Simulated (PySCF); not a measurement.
BClBr2, SMILES ClB(Br)Br. Atoms are numbered in the order given.

```xyz
4

B      0.0000     0.0000    -0.4014
Cl     0.0000     0.0000    -2.1413
Br     0.0000     1.6453     0.5487
Br     0.0000    -1.6453     0.5487
```
Charge 0, spin multiplicity 1.

Geometry optimised at PBE0-D3(BJ)/def2-SVP.

Computed with PBE0-D3(BJ)/def2-SVP (PySCF).

Frequencies are harmonic and unscaled.

Computed vibrational spectrum:
```
mode  ν (cm⁻¹)  IR (km/mol)  Raman (Å⁴/amu)  depolarisation  moving atoms (share of kinetic energy)
----  --------  -----------  --------------  --------------  --------------------------------------
1          168          0.1             2.6            0.70                        Br 77 %, Cl 18 %
2          199          0.3             2.3            0.75                        Cl 57 %, Br 42 %
3          353          0.4             7.6            0.10                        Cl 52 %, Br 44 %
4          408          2.3             0.1            0.75                                  B 94 %
5          862        336.2             0.1            0.75                                  B 93 %
6          955        317.2             0.1            0.68                         B 86 %, Cl 13 %
```
